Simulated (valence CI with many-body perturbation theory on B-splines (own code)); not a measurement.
## E1 line list for Re43+

Computed by configuration interaction combined with many-body perturbation theory (CI+MBPT): four valence electrons over a frozen Dirac-Fock core [Ar] 3d10, radial functions for each j: 11 s, 11 p, 9 d, 7 f, 5 g, 2 h, 1 i, with the one-electron correlation potential Σ1 (screened to all orders), the two-electron term Σ2, the three-electron term Σ3, Breit, model QED; selected single and double excitations, second order for the rest (own B-spline code, finite nucleus).

The last digits are not significant, and no measured levels were compared; by estimate large intervals hold to a few tenths of a per cent, small ones and those within an open d or f shell to about a per cent.

Lines 1 to 50 of 239 in falling wavelength, among levels below 517.77 eV, chosen from the strongest by gf and those to the six lowest levels. Wavelengths and rates use the calculated energies. Electric multipoles are in the length gauge, E1 and E2 with the static RPA response of the core. Weak lines are less certain than strong ones. Lines between different terms over intervals too small for the method are left out, as are lines whose strength nearly cancels. The highest levels of a list are the least certain.

Levels are named by their leading jj configuration (3d3/2^4 stands for four electrons in 3d with j = 3/2), which in mixed levels can hold well under half, so a name can repeat and another be missing. Letters in brackets count levels of one name in rising energy.

```
λ vac (nm)                           Upper                       Lower   A (s⁻¹)  S (a.u.)
     567.6              (4s^2 4p3/2^2) J=0      (4s 4p1/2^2 4p3/2) J=1  3.32e+03  2.99e-04
     170.5          (4s 4p1/2^2 4p3/2) J=1          (4s^2 4p3/2^2) J=2  1.62e+05  1.19e-03
     161.3              (4s^2 4p3/2^2) J=2      (4s 4p1/2^2 4p3/2) J=2  6.24e+04  6.45e-04
     24.65          (4s^2 4p1/2 4d3/2) J=2          (4s^2 4p3/2^2) J=2  1.13e+07  4.19e-04
     17.99          (4s^2 4p1/2 4d3/2) J=1          (4s^2 4p3/2^2) J=2  1.36e+08  1.17e-03
     16.19          (4s^2 4p1/2 4d5/2) J=2          (4s^2 4p3/2^2) J=2  7.96e+08  8.34e-03
     16.00  (4s 4p1/2 4p3/2 4d3/2) J=3 [a]      (4s^2 4p3/2 4d3/2) J=2  2.32e+09  3.28e-02
     15.51          (4s^2 4p1/2 4d5/2) J=3          (4s^2 4p3/2^2) J=2  9.57e+08  1.23e-02
     15.15      (4s 4p1/2 4p3/2 4d3/2) J=4      (4s^2 4p3/2 4d3/2) J=3  6.72e+09  1.04e-01
     14.89          (4s^2 4p1/2 4f5/2) J=3      (4s^2 4p3/2 4d3/2) J=2  2.14e+09  2.44e-02
     14.76  (4s 4p1/2 4p3/2 4d5/2) J=4 [a]      (4s^2 4p3/2 4d5/2) J=4  2.81e+09  4.02e-02
     14.64          (4s 4p1/2^2 4d3/2) J=2      (4s^2 4p1/2 4d3/2) J=1  7.98e+09  6.18e-02
     14.56          (4s 4p1/2^2 4d5/2) J=3  (4s 4p1/2 4p3/2^2) J=2 [a]  3.29e+09  3.51e-02
     13.84  (4s 4p1/2 4p3/2 4d5/2) J=4 [b]      (4s^2 4p3/2 4d5/2) J=3  3.83e+09  4.51e-02
     13.31      (4s^2 4p1/2 4f7/2) J=3 [a]      (4s^2 4p3/2 4d3/2) J=2  2.47e+09  2.01e-02
     13.28      (4s 4p1/2 4p3/2^2) J=2 [a]          (4s^2 4p3/2^2) J=2  9.21e+08  5.32e-03
     13.19      (4s 4p1/2 4p3/2 4d5/2) J=5      (4s^2 4p3/2 4d5/2) J=4  1.45e+10  1.81e-01
     13.15          (4s 4p1/2^2 4p3/2) J=2      (4s^2 4p1/2 4p3/2) J=2  1.05e+10  5.90e-02
     13.07  (4s 4p1/2 4p3/2 4d3/2) J=2 [b]      (4s^2 4p3/2 4d3/2) J=2  8.09e+09  4.45e-02
     12.95          (4s^2 4p1/2 4f7/2) J=4      (4s^2 4p3/2 4d3/2) J=3  2.36e+09  2.28e-02
     12.90  (4s 4p1/2 4p3/2 4d3/2) J=1 [b]      (4s^2 4p3/2 4d3/2) J=0  8.74e+09  2.78e-02
     12.76  (4s 4p1/2 4p3/2 4d3/2) J=2 [c]      (4s^2 4p3/2 4d3/2) J=1  7.73e+09  3.96e-02
     12.75  (4s 4p1/2 4p3/2 4d5/2) J=4 [c]      (4s^2 4p3/2 4d5/2) J=3  9.92e+09  9.13e-02
     12.58          (4s 4p1/2^2 4d5/2) J=3      (4s^2 4p1/2 4d5/2) J=3  1.08e+10  7.46e-02
     12.58           (4p1/2^2 4p3/2^2) J=2  (4s 4p1/2 4p3/2^2) J=1 [b]  7.78e+09  3.82e-02
     12.56          (4s 4p1/2^2 4p3/2) J=2      (4s^2 4p1/2 4p3/2) J=1  1.31e+10  6.41e-02
     12.51          (4s 4p1/2 4p3/2^2) J=3          (4s^2 4p3/2^2) J=2  1.33e+10  8.98e-02
     12.50  (4s 4p1/2 4p3/2 4d3/2) J=1 [c]      (4s^2 4p3/2 4d3/2) J=1  1.44e+10  4.17e-02
     12.41          (4s 4p1/2^2 4d3/2) J=1      (4s^2 4p1/2 4d3/2) J=2  2.44e+10  6.90e-02
     12.40  (4s 4p1/2 4p3/2 4d5/2) J=3 [a]      (4s^2 4p3/2 4d5/2) J=2  1.19e+10  7.82e-02
     12.39           (4p1/2^2 4p3/2^2) J=2  (4s 4p1/2 4p3/2^2) J=2 [b]  1.44e+10  6.77e-02
     12.32      (4s 4p1/2 4p3/2^2) J=1 [a]          (4s^2 4p3/2^2) J=0  1.11e+10  3.08e-02
     12.30  (4s 4p1/2 4p3/2 4d5/2) J=1 [b]      (4s^2 4p3/2 4d5/2) J=1  1.36e+10  3.74e-02
     12.17  (4s 4p1/2 4p3/2 4d5/2) J=2 [c]      (4s^2 4p3/2 4d5/2) J=1  1.72e+10  7.64e-02
     12.16          (4s 4p1/2^2 4d5/2) J=3      (4s^2 4p1/2 4d5/2) J=2  1.26e+10  7.86e-02
     12.08           (4p1/2^2 4p3/2^2) J=2  (4s 4p1/2 4p3/2^2) J=1 [a]  4.16e+09  1.81e-02
     12.00  (4s 4p1/2 4p3/2 4d3/2) J=1 [e]      (4s^2 4p3/2 4d5/2) J=2  9.40e+09  2.41e-02
     12.00          (4s 4p1/2^2 4d3/2) J=2      (4s^2 4p1/2 4d3/2) J=2  1.73e+10  7.38e-02
     11.88           (4p1/2^2 4p3/2^2) J=0  (4s 4p1/2 4p3/2^2) J=1 [b]  2.97e+10  2.46e-02
     11.86  (4s 4p1/2 4p3/2 4d5/2) J=2 [b]      (4s^2 4p3/2 4d5/2) J=2  1.62e+10  6.67e-02
     11.84  (4s 4p1/2 4p3/2 4d3/2) J=3 [b]      (4s^2 4p3/2 4d3/2) J=3  9.46e+09  5.42e-02
     11.84      (4s 4p1/2 4p3/2^2) J=1 [b]          (4s^2 4p3/2^2) J=0  6.76e+09  1.66e-02
     11.78          (4s 4p1/2^2 4d5/2) J=2      (4s^2 4p1/2 4d5/2) J=3  2.98e+10  1.20e-01
     11.74  (4s 4p1/2 4p3/2 4d5/2) J=3 [b]      (4s^2 4p3/2 4d5/2) J=2  3.84e+09  2.15e-02
     11.72  (4s 4p1/2 4p3/2 4d5/2) J=3 [d]      (4s^2 4p3/2 4d5/2) J=3  1.70e+10  9.46e-02
     11.58  (4s 4p1/2 4p3/2 4d5/2) J=3 [b]      (4s^2 4p3/2 4d5/2) J=4  8.08e+09  4.34e-02
     11.46  (4s 4p1/2 4p3/2 4d5/2) J=2 [d]      (4s^2 4p3/2 4d5/2) J=3  2.19e+10  8.14e-02
     11.44  (4s 4p1/2 4p3/2 4d5/2) J=4 [b]      (4s^2 4p3/2 4d5/2) J=4  1.10e+10  7.31e-02
     11.43           (4p1/2^2 4p3/2^2) J=0  (4s 4p1/2 4p3/2^2) J=1 [a]  5.80e+10  4.27e-02
     11.41          (4s 4p1/2^2 4d5/2) J=2      (4s^2 4p1/2 4d5/2) J=2  8.47e+09  3.10e-02
```
